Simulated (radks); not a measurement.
Q: Radial electron density D(r) = 4 pi r^2 rho(r) of an atom or ion with 0.75 electrons. Calculated with a radial shooting solver on a logarithmic mesh with Libxc functionals: Dirac Kohn-Sham, PBE, spin-unpolarised, spherical densities, point nucleus.

```
   r/bohr * D(r) (the largest magnitude, 0.402, reaches the edge; | marks zero)
  0.07316 | *
  0.07925 | *
  0.08517 |  *
  0.09226 |  *
  0.09915 |  *
   0.1074 |   *
   0.1154 |    *
    0.125 |    *
   0.1344 |     *
   0.1456 |      *
   0.1564 |       *
   0.1695 |        *
   0.1821 |         *
   0.1973 |          *
    0.212 |           *
   0.2297 |             *
   0.2468 |               *
   0.2674 |                 *
   0.2873 |                   *
   0.3113 |                     *
   0.3345 |                       *
   0.3624 |                          *
   0.3894 |                            *
   0.4218 |                               *
   0.4533 |                                  *
   0.4911 |                                     *
   0.5278 |                                       *
   0.5717 |                                          *
   0.6144 |                                             *
   0.6656 |                                               *
   0.7153 |                                                 *
   0.7748 |                                                   *
   0.8327 |                                                     *
    0.902 |                                                      *
   0.9694 |                                                      *
     1.05 |                                                      *
    1.128 |                                                     *
    1.222 |                                                   *
    1.314 |                                                 *
    1.423 |                                              *
    1.529 |                                           *
    1.657 |                                       *
     1.78 |                                   *
    1.929 |                               *
    2.073 |                          *
    2.245 |                      *
    2.413 |                  *
    2.614 |              *
    2.809 |           *
    3.043 |        *
     3.27 |      *
    3.543 |    *
    3.807 |  *
    4.124 | *
    4.432 |*
    4.801 |*
     5.16 *
    5.589 *
    6.007 *
```

What is the nuclear charge?

A: Z = 1. The innermost maximum, from 1s, lies near gamma/Z bohr with gamma = sqrt(1 - (Z/c)^2) = 1.000, here 1 bohr (found: 0.985), and its height grows with Z. The density is that of the hydrogen ion H0.25+ in 1s0.75; the configuration itself is not fixed sharply by these data. D(r) has 1 maximum, at r = 0.985 bohr.
